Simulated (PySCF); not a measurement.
**Co (cobalt, neutral) across methods**

[Ar] 3d8 4s1, high-spin 4F determinant (an excited configuration). Calculation: PySCF 2.14, in aug-cc-pVTZ (8s7p5d3f2g, 93 functions); the non-relativistic Hamiltonian (point nucleus).

```csv
method,E (hartree),mean ε 3d α (eV),mean ε 3d β (eV),mean ε 4s α (eV),Σ⟨r²⟩ (bohr²),⟨S²⟩
M06,-1382.683,-7.380,-5.345,-5.265,33.17,3.759
PBE0,-1382.521,-7.017,-5.279,-5.208,33.54,3.751
wB97X,-1382.759,-9.551,-7.912,-6.860,33.69,3.756
B97-3,-1382.601,-7.174,-5.443,-5.035,33.62,3.755
B3LYP,-1382.797,-6.696,-5.099,-5.140,33.60,3.752
PBE,-1382.515,-5.075,-3.508,-4.693,33.91,3.750
r2SCAN,-1382.734,-5.126,-3.594,-4.961,33.38,3.751
LDA,-1380.188,-5.346,-3.630,-4.872,33.61,3.751
```

(1) Estimate the same row for UHF.

## Answers

(1) E (hartree) = -1381.36523; mean ε 3d α (eV) = -12.722; mean ε 3d β (eV) = -10.317; mean ε 4s α (eV) = -6.324; Σ⟨r²⟩ (bohr²) = 34.31; ⟨S²⟩ = 3.752.
